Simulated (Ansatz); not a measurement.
## Bend profile

CH3BZn (SMILES C=[B][ZnH]), singlet, at its PBE0-D4/def2-TZVP minimum:

C1  (-0.974, 0.022, -1.048)
B2  (-0.031, 0.000, -0.033)
Zn3  (1.350, -0.031, 1.453)
H4  (-1.392, -0.883, -1.482)
H5  (-1.356, 0.947, -1.475)
H6  (2.402, -0.055, 2.584)
(Å)

The angle B2–C1–H4 (122.8° at the minimum) is set to the values below, B2, with anything bonded beyond it, turning rigidly in the plane of the angle. Each method's energies count from its own value at the PBE0-D4 minimum structure. Computed with Ansatz 0.2.0 (basis: def2-TZVPP); correlated methods freeze the cores. The 3s and 3p shells of Cu and Zn are frozen; filled d shells are correlated.

CCSD(T) energies along the scan:
```json
{"angle (°)": "92.8", "CCSD(T) (eV)": "0.163"}
{"angle (°)": "100.3", "CCSD(T) (eV)": "0.100"}
{"angle (°)": "107.8", "CCSD(T) (eV)": "0.047"}
{"angle (°)": "115.3", "CCSD(T) (eV)": "0.012"}
{"angle (°)": "122.8", "CCSD(T) (eV)": "0.000"}
{"angle (°)": "130.3", "CCSD(T) (eV)": "0.012"}
{"angle (°)": "137.8", "CCSD(T) (eV)": "0.047"}
{"angle (°)": "145.3", "CCSD(T) (eV)": "0.100"}
{"angle (°)": "152.8", "CCSD(T) (eV)": "0.164"}
```
They count from the CCSD(T) energy at the PBE0-D4 minimum.

Largest difference from the CCSD(T) curve over the scan: PBE-D4 0.006; PBE0-D4 0.007; wB97M-V 0.008 eV. Each curve counts from its own value at the minimum.

T1 diagnostic: at most 0.017.

For scale, one of the runs: CCSD(T)/def2-TZVPP, 168 basis functions, launched by `ansatz run in.yaml --threads 2 --pin off --events-out ev --progress --plain --max-ram 4352MiB`. Hardware: 2 CPU threads of an Arm Neoverse V1, shared host. Wall time 29 s; peak host memory 1.3 GiB.
